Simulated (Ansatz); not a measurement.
The same molecule with X = O, S, Se, Te. Ansatz, PBE0-D4/def2-TZVP geometries, multiplicity 1.

Elements past krypton have def2 core potentials. Scalar relativity is left out up to krypton.

```json
{"X": "O", "molecule": "`[GeH3][O][GeH3]`", "mean X–Ge bond length / Å": "1.773", "ideal-gas entropy at 298 K and 1 bar (rigid rotor, harmonic PBE0-D4/def2-TZVP) / J/(mol·K)": "350", "HOMO–LUMO gap (PBE/def2-TZVPP) / eV": "5.59", "HOMO energy (PBE0/def2-TZVPP) / eV": "-8.20"}
{"X": "S", "molecule": "`[GeH3][S][GeH3]`", "mean X–Ge bond length / Å": "2.221", "ideal-gas entropy at 298 K and 1 bar (rigid rotor, harmonic PBE0-D4/def2-TZVP) / J/(mol·K)": "358", "HOMO–LUMO gap (PBE/def2-TZVPP) / eV": "4.98", "HOMO energy (PBE0/def2-TZVPP) / eV": "-7.22"}
{"X": "Se", "molecule": "`[GeH3][Se][GeH3]`", "mean X–Ge bond length / Å": "2.354", "ideal-gas entropy at 298 K and 1 bar (rigid rotor, harmonic PBE0-D4/def2-TZVP) / J/(mol·K)": "372", "HOMO–LUMO gap (PBE/def2-TZVPP) / eV": "4.55", "HOMO energy (PBE0/def2-TZVPP) / eV": "-6.86"}
```

Give the row for X = Te, `[GeH3][Te][GeH3]`. (Estimate.)

The calculation gave: 
| X | molecule | mean X–Ge bond length / Å | ideal-gas entropy at 298 K and 1 bar (rigid rotor, harmonic PBE0-D4/def2-TZVP) / J/(mol·K) | HOMO–LUMO gap (PBE/def2-TZVPP) / eV | HOMO energy (PBE0/def2-TZVPP) / eV |
| --- | --- | --- | --- | --- | --- |
| Te | `[GeH3][Te][GeH3]` | 2.555 | 385 | 3.67 | -6.38 |

From O to Te the mean X–Ge bond length rises at each step, by 0.782 Å in all; the ideal-gas entropy at 298 K and 1 bar (rigid rotor, harmonic PBE0-D4/def2-TZVP) rises at each step, by 35 J/(mol·K) in all; the HOMO–LUMO gap (PBE/def2-TZVPP) falls at each step, by 1.92 eV in all; the HOMO energy (PBE0/def2-TZVPP) rises at each step, by 1.82 eV in all. Bonds lengthen as the atom grows down the group.

Spin–orbit coupling is left out; it splits and shifts lone-pair levels of the heavy atoms by tenths of an eV.
